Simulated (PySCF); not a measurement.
Ligands exchanged one at a time, B OH-I. Gas-phase values, no solvent. One relaxed conformer stands for each flexible species; it need not be the lowest. Strings in code marks are SMILES.

The four lowest singlet excitations (Tamm–Dancoff). The numbers are results of PBE0-D3(BJ)/def2-TZVP (PySCF), not measurements. Excitations are Tamm–Dancoff values on a coarser integration grid. The basis has no diffuse functions, so Rydberg states are missing or too high.

```
state  energy (eV)  wavelength (nm)  oscillator strength
-----  -----------  ---------------  -------------------
S1            5.94              209                0.009
S2            6.09              204                0.003
S3            6.40              194                0.000
S4            6.94              179                0.061
```

Task: Say which member gives these states.
A. `OB(O)I` (H–O–B–I torsion 180°, I–B–O–H torsion -180°)
B. `OB(O)O`
C. `OB(I)I` (H–O–B–I torsion 0°)
D. `IB(I)I`

Result: A, `OB(O)I` (H–O–B–I torsion 180°, I–B–O–H torsion -180°)
